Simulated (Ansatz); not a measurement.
`F[SiH](F)O[SiH2]S` + `BN` → `BN[SiH](F)F` + `O[SiH2]S`  (ligand exchange at the Si–O bond)

Program: Ansatz. Geometries: PBE0-D4/def2-TZVP. ΔE: electronic, gas phase. CBS: MP2 limit from def2 TZ/QZ plus the TZ coupled-cluster correction, frozen cores. This one scheme is used for every species. DFT in def2-TZVPP. B3LYP here is the variant with VWN-RPA as its local correlation; programs differ in this. One conformer a species, not always the lowest.

`F[SiH](F)O[SiH2]S`:

```xyz
10

F    -2.157   -1.064    1.351
Si   -0.944   -0.087    1.625
F    -0.061   -0.758    2.752
O    -0.081    0.089    0.291
Si    0.913   -0.250   -0.964
S     1.222    1.450   -2.195
H    -1.456    1.198    2.106
H     2.251   -0.607   -0.444
H     0.301   -1.347   -1.745
H     0.012    1.377   -2.776
```

`BN`:

Cartesian coordinates in Å:
```
B 0.649 0.120 -0.176
N -0.667 -0.123 0.181
H 0.885 0.544 -1.270
H 1.516 -0.100 0.620
H -0.938 -0.479 1.082
H -1.444 0.038 -0.437
```

`BN[SiH](F)F`:

Cartesian coordinates in Å:
```
B 0.585 -0.250 1.424
N -0.424 -0.239 0.448
Si -0.207 0.280 -1.171
F -0.535 -0.904 -2.172
F -1.254 1.419 -1.516
H 0.336 -0.634 2.528
H 1.680 0.130 1.124
H -1.341 -0.564 0.723
H 1.160 0.761 -1.388
```

`O[SiH2]S`:

Cartesian coordinates in Å:
```
O 0.251 1.274 -0.756
Si -0.444 0.179 0.250
S 0.742 -1.568 0.554
H 1.153 1.536 -0.564
H -0.623 0.702 1.628
H -1.737 -0.144 -0.388
H 0.658 -1.979 -0.723
```

```csv
level,ΔE (eV)
PBE-D4,0.69
PBE0-D4,0.72
B3LYP-D4,0.79
B3LYP,0.77
MP2/def2-TZVPP,0.74
SCS-MP2/def2-TZVPP,0.76
CCSD/def2-TZVPP,0.76
CCSD(T)/def2-TZVPP,0.74
```

Problem. What does CCSD(T)/CBS give? (Best estimate.)

Solution. The calculation gave: +0.74 eV. The listed levels differ from it by -0.05, -0.02, 0.05, 0.03, 0.00, 0.02, 0.02, 0.00 eV.

Largest T1 diagnostic among the species: 0.012.

In def2-TZVPP, CCSD(T) changes the Hartree–Fock value by −0.11 eV (the triples alone add −0.02 eV) and MP2 by −0.12 eV.
